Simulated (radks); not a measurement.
Radial electron density D(r) = 4 pi r^2 rho(r) of an atom or ion with 62 electrons. Method: Dirac Kohn-Sham, BLYP, spin-unpolarised, spherical densities, finite nucleus; Fermi nuclear charge, rms radius of each element as measured or else 0.836 A^(1/3) + 0.57 fm; computed with a radial shooting solver on a logarithmic mesh with Libxc functionals.

```
   r/bohr * D(r) (the largest magnitude, 117, reaches the edge; | marks zero)
  0.00229 |       *
  0.00303 |           *
 0.004009 |                *
 0.005263 |                      *
 0.006963 |                              *
  0.00914 |                                    *
  0.01209 |                                         *
    0.016 |                                         *
    0.021 |                                       *
  0.02779 |                                     *
  0.03648 |                                       *
  0.04826 |                                                *
  0.06386 |                                                      *
  0.08382 |                                                 *
   0.1109 |                                         *
   0.1456 |                                            *
   0.1926 |                                                *
   0.2548 |                                 *
   0.3345 |                     *
   0.4426 |                        *
   0.5809 |                      *
   0.7686 |            *
    1.017 |      *
    1.335 |    *
    1.766 | *
    2.318 |*
    3.068 *
    4.059 *
```

What is the nuclear charge?

Answer. Z = 66. The innermost maximum, from 1s, lies near gamma/Z bohr with gamma = sqrt(1 - (Z/c)^2) = 0.876, here 0.0133 bohr (found: 0.0147), and its height grows with Z. The density is that of the dysprosium ion Dy4+ in [Xe] 4f8; the configuration itself is not fixed sharply by these data, and Z only to a few units. D(r) has 4 maxima, at r = 0.0147, 0.0649, 0.181, 0.491 bohr, and minima at 0.0282, 0.118, 0.354 bohr, inside which lie 2.01, 11.13, 29.47 electrons.
